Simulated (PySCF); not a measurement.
**How the method changes the constants of Ca₂**

State: ¹Σg⁺ (singlet), closed shell. Set-up: PySCF, no relativity, basis sets Ca def2-SVP. De refers to Ca + Ca in their ground configurations, without counterpoise correction.

```tsv
Level	Re (Å)	ωe (cm⁻¹)	De (eV)
RHF-MP2	4.469	61.7	0.122
RHF-SCS-MP2	4.562	54.2	0.089
RHF-CCSD	4.536	55.6	0.090
RHF-CCSD(T)	4.440	63.3	0.124
LDA	4.010	97.5	0.343
PBE	4.125	90.0	0.272
PW91	4.110	90.7	0.282
r²SCAN	4.168	89.6	0.276
PBE0	4.218	81.9	0.218
B97-3	4.294	75.0	0.158
```

The bond length runs from 4.010 Å (LDA) to 4.562 Å (RHF-SCS-MP2). De spans 0.09 eV (RHF-SCS-MP2, perturbation theory) to 0.34 eV (LDA, local density).

Correlated steps freeze 10 core orbitals. Closed-shell solutions of metal pairs were not tested for spin polarisation, which can lower them a little. The bond is weak. Basis-set superposition, not corrected here, can be much of De in a small basis, most of all at correlated wavefunction levels. Functionals without a dispersion term scatter widely for such bonds, and LDA overbinds them.
